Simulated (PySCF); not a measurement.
## Ionisation energy of Mg⁺ by level of theory

Mg⁺ [Ne] 3s1 (2S) → Mg²⁺ [Ne] (1S), as a difference of total energies. All numbers are calculated (PySCF 2.14, no relativity, point nucleus, in aug-cc-pVTZ (6s5p3d2f, 50 functions)). The calculations carry no spin-orbit coupling.

```json
{"method": "UHF", "ionisation energy (eV)": "14.723"}
{"method": "LDA", "ionisation energy (eV)": "15.350"}
{"method": "r2SCAN", "ionisation energy (eV)": "15.019"}
{"method": "B3LYP", "ionisation energy (eV)": "15.484"}
{"method": "MN15", "ionisation energy (eV)": "14.766"}
{"method": "TPSS", "ionisation energy (eV)": "15.081"}
{"method": "wB97X-V", "ionisation energy (eV)": "15.044"}
```

Estimate what PBE gives.

15.340 eV, closest to LDA among the rows shown.

Estimate what PBE0 gives.

15.234 eV, closest to LDA among the rows shown.

For comparison: 15.035 eV (measured; NIST Atomic Spectra Database, ionization energies).
